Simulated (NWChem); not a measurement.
Everything below was run with NWChem. System: H₈Ge₃, charge 1, spin multiplicity 2, at the geometry of a parent with another charge or spin, in a state set for the comparison that need not be this species' ground state. Its SCF solution wasn't tested for a lower state. Level: UHF/def2-TZVP.

Output (cleaned and shortened):

```
             Northwest Computational Chemistry Package (NWChem) 7.3.0
             --------------------------------------------------------

                                NWChem Input Module
                                -------------------

 Scaling coordinates for geometry "geometry" by  1.889725989
 (inverse scale =  0.529177249)

 Turning off AUTOSYM since
 SYMMETRY directive was detected!

                             Geometry "geometry" -> ""
                             -------------------------

 Output coordinates in angstroms (scale by  1.889725989 to convert to a.u.)

  No.       Tag          Charge          X              Y              Z
 ---- ---------------- ---------- -------------- -------------- --------------
    1 Ge                  32.0000    -2.00635000     0.00000000     0.44600500
    2 Ge                  32.0000     0.00000000     0.00000000    -0.91862700
    3 Ge                  32.0000     2.00635000     0.00000000     0.44600500
    4 H                    1.0000    -3.26907700     0.00000000    -0.43626600
    5 H                    1.0000    -2.03369600    -1.25016100     1.34562800
    6 H                    1.0000    -2.03369600     1.25016100     1.34562800
    7 H                    1.0000     0.00000000     1.24593700    -1.82913100
    8 H                    1.0000     0.00000000    -1.24593700    -1.82913100
    9 H                    1.0000     2.03369600    -1.25016100     1.34562800
   10 H                    1.0000     2.03369600     1.25016100     1.34562800
   11 H                    1.0000     3.26907700     0.00000000    -0.43626600

 Effective nuclear repulsion energy (a.u.)     747.0795743687

            Nuclear Dipole moment (a.u.)
            ----------------------------
        X                 Y               Z
 ---------------- ---------------- ----------------
     0.0000000000     0.0000000000    -0.0000491329

      Symmetry information
      --------------------

 Group name             C2v
 Group number             16
 Group order               4
 No. of unique centers     5

      Symmetry unique atoms

     1    2    4    5    7


 Summary of "ao basis" -> "" (spherical)
 ------------------------------------------------------------------------------
       Tag                 Description            Shells   Functions and Types
 ---------------- ------------------------------  ------  ---------------------
 *                         def2-tzvp                  on all atoms
[...]
    1 Ge  32    31.91   2.00  2.00  1.16  0.80  0.80  0.62  5.98  4.44  1.56  1.44  0.90  8.91  1.10  0.05  0.12  0.02
    2 Ge  32    32.03   2.00  2.00  1.16  0.79  0.83  0.71  5.98  4.44  1.56  1.44  0.93  8.91  1.10  0.04  0.11  0.02
    3 Ge  32    31.91   2.00  2.00  1.16  0.80  0.80  0.62  5.98  4.44  1.56  1.44  0.90  8.91  1.10  0.05  0.12  0.02
    4 H    1     0.88   0.22  0.55  0.11  0.01
    5 H    1     0.91   0.22  0.55  0.12  0.01
    6 H    1     0.91   0.22  0.55  0.12  0.01
    7 H    1     0.88   0.22  0.55  0.10  0.01
    8 H    1     0.88   0.22  0.55  0.10  0.01
    9 H    1     0.91   0.22  0.55  0.12  0.01
   10 H    1     0.91   0.22  0.55  0.12  0.01
   11 H    1     0.88   0.22  0.55  0.11  0.01

  Mulliken analysis of the alpha density
  --------------------------------------

    Atom       Charge   Shell Charges
 -----------   ------   -------------------------------------------------------
    1 Ge  32    16.08   1.00  1.00  0.58  0.40  0.40  0.31  2.99  2.22  0.78  0.81  0.48  4.45  0.55  0.03  0.06  0.01
    2 Ge  32    16.20   1.00  1.00  0.58  0.40  0.41  0.36  2.99  2.22  0.78  0.85  0.51  4.45  0.55  0.03  0.07  0.01
    3 Ge  32    16.08   1.00  1.00  0.58  0.40  0.40  0.31  2.99  2.22  0.78  0.81  0.48  4.45  0.55  0.03  0.06  0.01
    4 H    1     0.48   0.12  0.30  0.06  0.01
    5 H    1     0.46   0.11  0.28  0.06  0.00
    6 H    1     0.46   0.11  0.28  0.06  0.00
    7 H    1     0.43   0.11  0.27  0.05  0.01
    8 H    1     0.43   0.11  0.27  0.05  0.01
    9 H    1     0.46   0.11  0.28  0.06  0.00
   10 H    1     0.46   0.11  0.28  0.06  0.00
   11 H    1     0.48   0.12  0.30  0.06  0.01

   Mulliken analysis of the beta density
   -------------------------------------

    Atom       Charge   Shell Charges
 -----------   ------   -------------------------------------------------------
    1 Ge  32    15.83   1.00  1.00  0.58  0.40  0.39  0.31  2.99  2.21  0.78  0.63  0.42  4.46  0.55  0.02  0.06  0.01
    2 Ge  32    15.83   1.00  1.00  0.58  0.40  0.42  0.36  2.99  2.21  0.79  0.59  0.42  4.46  0.55  0.01  0.05  0.01
    3 Ge  32    15.83   1.00  1.00  0.58  0.40  0.39  0.31  2.99  2.21  0.78  0.63  0.42  4.46  0.55  0.02  0.06  0.01
    4 H    1     0.41   0.10  0.25  0.05  0.00
    5 H    1     0.45   0.11  0.28  0.06  0.00
    6 H    1     0.45   0.11  0.28  0.06  0.00
    7 H    1     0.46   0.11  0.28  0.05  0.00
    8 H    1     0.46   0.11  0.28  0.05  0.00
    9 H    1     0.45   0.11  0.28  0.06  0.00
   10 H    1     0.45   0.11  0.28  0.06  0.00
   11 H    1     0.41   0.10  0.25  0.05  0.00

   Mulliken analysis of the spin density
   -------------------------------------

    Atom       Charge   Shell Charges
 -----------   ------   -------------------------------------------------------
    1 Ge  32     0.25  -0.00  0.00  0.00 -0.00  0.01 -0.00  0.00  0.01 -0.01  0.17  0.05 -0.00  0.00  0.01  0.01  0.00
    2 Ge  32     0.37  -0.00 -0.00 -0.00  0.00 -0.02 -0.00  0.00  0.01 -0.01  0.25  0.09 -0.00  0.00  0.02  0.02  0.00
    3 Ge  32     0.25  -0.00  0.00  0.00 -0.00  0.01 -0.00  0.00  0.01 -0.01  0.17  0.05 -0.00  0.00  0.01  0.01  0.00
    4 H    1     0.07   0.02  0.04  0.01  0.00
    5 H    1     0.01   0.00  0.00 -0.00  0.00
    6 H    1     0.01   0.00  0.00 -0.00  0.00
    7 H    1    -0.03  -0.00 -0.01 -0.01  0.00
    8 H    1    -0.03  -0.00 -0.01 -0.01  0.00
    9 H    1     0.01   0.00  0.00 -0.00  0.00
   10 H    1     0.01   0.00  0.00 -0.00  0.00
   11 H    1     0.07   0.02  0.04  0.01  0.00

       Multipole analysis of the density wrt the origin
       ------------------------------------------------

     L   x y z        total         alpha         beta         nuclear
     -   - - -        -----         -----         ----         -------
     0   0 0 0      1.000000    -52.000000    -51.000000    104.000000

     1   1 0 0      0.000000      0.000000     -0.000000      0.000000
     1   0 1 0     -0.000000     -0.000000     -0.000000      0.000000
     1   0 0 1     -0.106734      0.177257     -0.283941     -0.000049

     2   2 0 0    -25.922571   -547.773456   -533.561413   1055.412299
     2   1 1 0      0.000000      0.000000     -0.000000      0.000000
     2   1 0 1     -0.000000     -0.000000      0.000000     -0.000000
     2   0 2 0    -40.214294    -37.238669    -36.387675     33.412049
     2   0 1 1     -0.000000      0.000000     -0.000000      0.000000
     2   0 0 2    -38.267603   -116.626550   -114.656661    193.015608

 Task  times  cpu:        7.9s     wall:        7.9s

 Total times  cpu:        7.9s     wall:        7.9s
```

Question: Write an NWChem input that would produce this output.

Answer: One answer among several that fit: 
```
start mol
memory heap 200 mb stack 900 mb global 1100 mb
charge 1
geometry units angstroms nocenter noautoz
  Ge    -2.006350     0.000000     0.446005
  Ge     0.000000     0.000000    -0.918627
  Ge     2.006350     0.000000     0.446005
  H     -3.269077     0.000000    -0.436266
  H     -2.033696    -1.250161     1.345628
  H     -2.033696     1.250161     1.345628
  H      0.000000     1.245937    -1.829131
  H      0.000000    -1.245937    -1.829131
  H      2.033696    -1.250161     1.345628
  H      2.033696     1.250161     1.345628
  H      3.269077     0.000000    -0.436266
  symmetry group C2v
end
basis spherical
  * library def2-tzvp
end
scf
  uhf
  nopen 1
  maxiter 100
  thresh 1e-7
  semidirect memsize 60000000 filesize 0
  # guess.movecs holds the orbitals of an unrestricted PBE0 run
  vectors input guess.movecs output mol.movecs
end
task scf energy
```
